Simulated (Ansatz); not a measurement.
Born–Oppenheimer molecular dynamics of BClH₇N₃ (12 atoms, charge 0, multiplicity 1). It starts at the highest image of a converged band. Of that band: The profile has 2 maxima (images 2, 5) with wells between them (image 4): this band takes more than one step, which may be the mechanism or a detour left from its start path. A vibrational analysis at the climbing image gives one clearly imaginary mode, 381i cm⁻¹: a first-order saddle point.

The calculation used Ansatz 0.2.0, RKS r2SCAN/6-31G*.

| Item | Value |
| --- | --- |
| ensemble | NVE (velocity Verlet) |
| time step | 0.5 fs |
| steps asked | 200 |
| starting velocities drawn for | 300 K |
| seed | 7211 |

First frame:

```xyz
12
Properties=species:S:1:pos:R:3
B 0.020 -0.148 0.070
N 0.021 0.140 1.504
H -0.742 -0.182 2.093
H 0.921 0.018 1.957
N 1.335 -0.151 -0.595
H 1.529 -1.035 -1.060
H 1.399 0.567 -1.315
N -1.214 -0.342 -0.585
H -2.115 -0.231 -0.139
H -1.274 -0.428 -1.588
Cl -0.603 3.082 1.580
H -0.254 1.747 1.554
```

**Question.** What does the run give?

**Answer.** The run went to its last step.

```json
{"steps done": "200", "time covered": "100 fs", "mean temperature over the second half": "323 K", "spread of the potential energy over the second half": "7.6 meV per atom", "mean potential energy of the second half above the start": "-2.4 meV per atom"}
```

The conserved energy stayed within 0.25 meV per atom of its start (net change 0.12 meV per atom), so the integration is sound. A run of 0.1 ps of so small a system gives no equilibrium averages. The orbitals stay closed-shell, which can raise the energy where a bond breaks towards radicals; this wasn't checked here.

**Question.** What happens to the structure?

**Answer.** Between its relaxed ends the band would form B1–Cl11 and break B1–N2. These pairs go: B1–Cl11 3.62 → 3.53 Å, B1–N2 1.46 → 1.50 Å. In the last frame they stand as before the step (other bonds may differ from the relaxed reactants and products). It ends as BH6N3 + ClH. Pairs count as bonded within 1.25 times the sum of covalent radii (0.12 Å more for H–H). The details hang on the random start.

**Question.** How do temperature and energy run in time?

**Answer.** 
| time (fs) | T (K) | potential energy less start (eV) | conserved less start (meV/atom) |
| --- | --- | --- | --- |
| 0 | 300 | 0.000 | 0.00 |
| 8 | 100 | 0.260 | 0.18 |
| 16 | 116 | 0.240 | 0.22 |
| 24 | 139 | 0.209 | 0.07 |
| 32 | 209 | 0.118 | 0.09 |
| 40 | 174 | 0.165 | 0.20 |
| 48 | 168 | 0.172 | 0.12 |
| 56 | 262 | 0.051 | 0.12 |
| 64 | 343 | -0.054 | 0.17 |
| 72 | 428 | -0.164 | 0.12 |
| 80 | 341 | -0.053 | 0.09 |
| 88 | 253 | 0.062 | 0.14 |
| 96 | 302 | -0.001 | 0.16 |

Time of the run: 11 min on 2 threads of Arm Neoverse V1, with other jobs on the host, peak memory 0.15 GiB.
